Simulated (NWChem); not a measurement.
System: C$_{4}$H$_{5}$F; SMILES FC1=CCC1

```xyz
10

F     -0.0135    -1.8345     0.0000
C      0.0584    -0.5180     0.0000
C      1.0728     0.3519     0.0000
C      0.1103     1.5231     0.0000
C     -1.0521     0.4806     0.0000
H      2.1598     0.2697     0.0000
H      0.1394     2.1636    -0.8963
H      0.1394     2.1636     0.8963
H     -1.6917     0.4899    -0.8972
H     -1.6917     0.4899     0.8972
```
Atoms are numbered in this order, from 1.

Results from NWChem. Pople sets run with spherical d functions. Structure relaxed at the PBE0/def2-SVP level. Level: B3LYP/6-31G* with SMD (1 M gas to 1 M solution), gas-phase geometry.

Task: Among these, which solvent gives the highest value of “solvation free energy (kcal/mol)”?
A) water
B) ethyl acetate
C) tetrahydrofuran
D) methanol

Result: A, water. Values: ethyl acetate -2.8; tetrahydrofuran -2.6; methanol -2.2; water 1.0
